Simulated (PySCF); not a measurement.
**Löwdin shares of the frontier orbitals**

C4H12BNO.
Structure used (PBE0-D3(BJ)/def2-SVP), in Å, numbered top down from 1:
```xyz
19
C4H12BNO angstrom
C     -1.6635    1.4559    0.7798
C     -1.5591   -0.0059    0.3827
C     -0.1266   -0.5168    0.3352
C     -0.0482   -1.9972    0.0021
O      0.5729    0.2387   -0.6333
B      1.9235    0.4307   -0.6038
N      2.7742   -0.0877    0.3888
H     -1.2685    1.6243    1.7950
H     -2.7074    1.8030    0.7663
H     -1.0859    2.0844    0.0865
H     -2.1299   -0.6384    1.0832
H     -2.0034   -0.1597   -0.6159
H      0.3271   -0.3430    1.3334
H     -0.4982   -2.1841   -0.9848
H      0.9969   -2.3395   -0.0317
H     -0.5862   -2.5992    0.7497
H      2.3969    1.0939   -1.4993
H      2.4743   -0.6467    1.1757
H      3.7650    0.1051    0.3815
```

Computed with PySCF, TDDFT CAM-B3LYP/def2-SVPD, vertical, gas phase, core orbitals frozen in the response.

Frontier orbitals with the atoms that hold most of them (Löwdin shares over 4%, at most four atoms; ? is withheld):

| orbital | ε (eV) | atoms |
| --- | --- | --- |
| LUMO+2 | 1.85 | C1 13%, B6 11%, H18 9%, C4 9% |
| LUMO+1 | 1.73 | C2 13%, H11 13%, C1 10%, B6 9% |
| LUMO | 1.04 | B6 42%, H19 11%, H18 10%, N7 6% |
| HOMO | -9.16 | ? |
| HOMO-1 | -9.98 | ? |
| HOMO-2 | -10.49 | N7 22%, O5 17%, C4 13%, C3 12% |
| HOMO-3 | -10.72 | B6 17%, H17 16%, C2 13%, C3 12% |

Q: Which atoms hold the HOMO-1, and with what shares?

A: O5 (bonded to B and C) 37%; C3 (bonded to 2 C, O and H) 16%; H13 (bonded to C) 9%; C2 (bonded to 2 C and 2 H) 9%. By element: oxygen 37%, carbon 25% or more, hydrogen 9% or more.

Q: Which atoms hold the HOMO, and with what shares?

A: N7 (bonded to B and 2 H) 43%; O5 (bonded to B and C) 27%; B6 (bonded to N, O and H) 8%; C4 (bonded to C and 3 H) 5%.

Q: The HOMO–LUMO gap is 10.20 eV. Where does the response calculation put the lowest singlet, and from which orbitals?

A: S1 is at 7.04 eV (f = 0.029), 3.16 eV below the gap, made of HOMO→LUMO (84%). 

Next come S2 at 8.00 eV (f 0.030), HOMO→LUMO+3 (30%), HOMO→LUMO+2 (27%), HOMO→LUMO+1 (19%); S3 at 8.22 eV (f 0.075), HOMO→LUMO+4 (46%), HOMO→LUMO+2 (22%), HOMO-1→LUMO (11%); S4 at 8.30 eV (f 0.0068), HOMO-1→LUMO (40%), HOMO→LUMO+1 (17%), HOMO-2→LUMO (8%); S5 at 8.35 eV (f 0.036), HOMO-1→LUMO (24%), HOMO→LUMO+1 (18%), HOMO→LUMO+4 (15%).

Löwdin shares depend on the basis, the more so with diffuse functions.

The run took 92 s wall on Arm Neoverse N1, one thread, no GPU, shared host with 64 logical CPUs at a one-minute load of 34, and the process peaked at 1.2 GiB of memory.

One conformer stands for the species.

Without π bonds the low states are Rydberg-like; a valence basis with one diffuse set may place them up to an eV too high.
